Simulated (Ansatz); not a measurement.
Compare A (`BNCCN`) with its isomer B (`CN(C)BN`).

Program: Ansatz. Geometries: PBE0-D4/def2-TZVP. ΔE: electronic, gas phase. CBS: MP2 limit from def2 TZ/QZ plus the TZ coupled-cluster correction, frozen cores. Functionals use def2-TZVPP. B3LYP here is the variant with VWN-RPA as its local correlation; programs differ in this. Each species was taken in one conformer, which may not be the lowest.

A:

```xyz
14

B     0.008   -0.497    2.353
N    -0.274    0.018    1.102
C    -0.330   -0.700   -0.148
C     0.474    0.008   -1.225
N    -0.049    1.353   -1.420
H     0.033    0.245    3.293
H     0.222   -1.672    2.465
H    -0.431    1.008    0.968
H    -1.371   -0.793   -0.489
H     0.050   -1.711    0.008
H     1.511    0.093   -0.888
H     0.474   -0.608   -2.136
H    -0.917    1.329   -1.942
H     0.599    1.927   -1.943
```

B:

```xyz
14

C     1.271    0.609    0.046
N     0.141   -0.275   -0.033
C     0.512   -1.658   -0.175
B    -1.208    0.134    0.026
N    -1.630    1.473    0.171
H     0.956    1.648    0.140
H     1.904    0.374    0.911
H     1.900    0.533   -0.851
H    -0.382   -2.279   -0.231
H     1.104   -1.823   -1.085
H     1.117   -2.001    0.675
H    -2.055   -0.713   -0.052
H    -1.025    2.271    0.251
H    -2.604    1.707    0.206
```

Problem. Which is lower in electronic energy at CCSD(T)/CBS, and by how much? (Estimate.)

Solution. Ansatz gave: B, by 28.7 kcal/mol.

Problem. Give E(B) − E(A) in kcal/mol with ωB97M-V, B3LYP-D4, CCSD(T)/def2-TZVPP, CCSD/def2-TZVPP, PBE0-D4, B3LYP, PBE-D4. (Estimate.)

Solution. Computed: ωB97M-V -28.9, B3LYP-D4 -29.9, CCSD(T)/def2-TZVPP -28.5, CCSD/def2-TZVPP -28.5, PBE0-D4 -29.2, B3LYP -29.6, PBE-D4 -29.1. None reverses the order clearly.

Largest T1 diagnostic: 0.011.
